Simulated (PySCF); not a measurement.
Start geometry of `CC[C@@H](Cl)[Si@@H]([SiH3])O[SiH3]` from GFN2-xTB (Å):
```
atom  x, y, z in Å
C1     2.3266    1.2704    0.0037
C2     1.6717    0.3277    1.0049
C3     1.0646   -0.8818    0.3149
Cl4    0.4611   -2.0081    1.5845
Si5   -0.4186   -0.5227   -0.8671
Si6   -1.8552   -2.3210   -0.9535
O7    -1.2071    0.7666   -0.2718
Si8   -1.9192    1.7308    0.8222
H9     1.5839    1.6715   -0.6809
H10    2.7998    2.0992    0.5248
H11    3.0863    0.7473   -0.5735
H12    2.4151   -0.0012    1.7373
H13    0.8842    0.8588    1.5452
H14    1.8478   -1.4412   -0.2010
H15    0.1566    0.0221   -2.1067
H16   -2.6785   -2.5075    0.2457
H17   -1.1270   -3.5734   -1.1812
H18   -2.7939   -2.1748   -2.0740
H19   -1.0372    2.8867    0.9819
H20   -2.0640    0.9875    2.0717
H21   -3.2057    2.0801    0.2270
```

Task: What comes out of this run: PBE0-D3(BJ)/def2-SVP geometry optimisation, gas phase in PySCF?

Result: 
```
atom  x, y, z in Å
C1     2.6580    1.1114   -0.2236
C2     1.7921    0.5476    0.8936
C3     0.9566   -0.6427    0.4454
Cl4    0.0734   -1.3406    1.8721
Si5   -0.4198   -0.2823   -0.8205
Si6   -1.6924   -2.2350   -1.1105
O7    -1.3416    0.9648   -0.2232
Si8   -2.3095    1.3466    1.0759
H9     2.0533    1.5087   -1.0532
H10    3.2834    1.9345    0.1516
H11    3.3315    0.3448   -0.6389
H12    2.4252    0.2294    1.7387
H13    1.1209    1.3284    1.2870
H14    1.6058   -1.4555    0.0800
H15    0.1777    0.1781   -2.1106
H16   -2.6347   -2.4384    0.0294
H17   -0.7723   -3.4119   -1.2061
H18   -2.4860   -2.1547   -2.3768
H19   -1.4759    1.7892    2.2316
H20   -3.1407    0.1730    1.4759
H21   -3.1999    2.4667    0.6580
```

The energy falls by 7.4 kcal/mol over 21 energy and gradient evaluations, the largest force component goes from 0.0215 to 3.3e-04 Eh/bohr, and the atoms move by 0.645 Å rms after alignment. The bond that changes most is Si5–Si6 (oxygen-bound silicon to SiH3 silicon), which lengthens by 0.045 Å. Bonds longer at the end by more than 0.005 Å: 17 of 20; shorter: 1. Among the angles that change most is Si5–O7–Si8, from 158.7° to 140.8°. Among the dihedrals that turn most is Si5–O7–Si8–H20, from -11° to -39°. Rotational constants go from 904.2, 847.5, 586.6 to 945.7, 763.9, 642.2 MHz. The orientation of the end geometry is arbitrary; only internal coordinates are fixed.

The run used 193 basis functions and 139 SCF cycles in all.

Whether it is a minimum is left open (no frequencies). One conformer, not necessarily the lowest.
